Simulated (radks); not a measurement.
Values are calculated unless marked as measured or tabulated.
Species: P X. Configuration: [He] 2s2 2p2.

Code: a radial shooting solver on a logarithmic mesh with Libxc functionals. Model: scalar-relativistic Kohn-Sham, PBEsol, spin-polarised, spherical densities, finite nucleus; open shells are filled with parallel spins first; Fermi nuclear charge, rms radius 3.1889 fm.

Energy parts (hartree):
part                      energy
total                 -292.03518
kinetic                293.31913
electron-nucleus      -628.53363
Hartree                 57.83147
exchange-correlation   -14.65215

Orbitals (lengths in bohr, moments of r in powers of bohr; <r^-3> diverges for s and p1/2; r(90%) holds 90 % of the orbital's charge):
orbital  occ.  eigenvalue (hartree)  r(90%)      <r^4>    <r^2>  <r^-3>
1s up       1             -88.87012   0.185  0.0005309  0.01437       -
1s down     1             -88.66171   0.184  0.0005248  0.01429       -
2s up       1             -16.06414   0.713     0.1076   0.2517       -
2s down     1             -15.65498   0.721     0.1127   0.2572       -
2p up       2             -14.66348   0.663    0.08083   0.2033   86.60
2p down     0             -14.18480   0.675    0.08648   0.2097   84.71

The highest occupied level is 2p up at -399.01 eV. For comparison, the ionisation energy in NIST's Atomic Spectra Database is 424.4 eV (semi-empirical). In exact Kohn-Sham theory the highest level is minus the ionisation energy, but local and semilocal functionals leave it too shallow, through self-interaction and a potential that decays too fast; potentials with the right tail come closer. The density falls to 0.001 e/bohr^3 at r = 1.33 bohr. Summed over all electrons, <r^2> = 0.9442 bohr^2, which gives a Langevin (diamagnetic) susceptibility term of -0.748 x 10^-6 cm^3/mol. Spin moment in Bohr magnetons: 2.
